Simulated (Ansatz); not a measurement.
`OB[SiH]1C[SiH2]1`. Total charge 0; spin multiplicity 1. The geometry is a stationary point of PBE0-D4/def2-TZVP. It is one conformer, not always the lowest.

```xyz
12

O    -0.098    1.595    1.763
B    -0.233    1.872    0.444
Si   -0.422    0.328   -0.809
C    -0.663   -1.409   -0.053
Si    1.124   -1.321   -0.634
H     0.047    2.373    2.308
H    -0.184    3.013    0.063
H    -1.051    0.538   -2.137
H    -0.845   -1.426    1.019
H    -1.322   -2.089   -0.588
H     1.478   -2.180   -1.789
H     2.171   -1.292    0.414
```

Task: What is the dipole moment at r2SCAN/def2-TZVPP? (Estimate.)

Result: Computed: 1.69 D, with components (-0.20, 1.11, 1.26) D in this frame, pointing from negative to positive charge.

Task: And with PBE, B3LYP, ωB97M-V? (Best estimate.)

Result: The calculation gave: PBE 1.69 D, B3LYP 1.74 D, ωB97M-V 1.87 D.

Task: Give the Mulliken charges with r2SCAN, PBE, ωB97M-V in def2-TZVPP. (Best estimate.)

Result: The calculation gave: 
| atom | r2SCAN | PBE | ωB97M-V |
| --- | --- | --- | --- |
| O1 | -0.28 | -0.21 | -0.24 |
| B2 | 0.14 | 0.11 | 0.07 |
| Si3 | 0.11 | 0.02 | 0.03 |
| C4 | -0.34 | -0.29 | -0.42 |
| Si5 | 0.19 | 0.12 | 0.12 |
| H6 | 0.22 | 0.21 | 0.19 |
| H7 | -0.04 | -0.03 | 0.03 |
| H8 | -0.08 | -0.05 | -0.02 |
| H9 | 0.10 | 0.11 | 0.13 |
| H10 | 0.10 | 0.10 | 0.13 |
| H11 | -0.06 | -0.05 | -0.02 |
| H12 | -0.06 | -0.05 | -0.02 |

B3LYP here is the variant with VWN-RPA as its local correlation; programs differ in this.
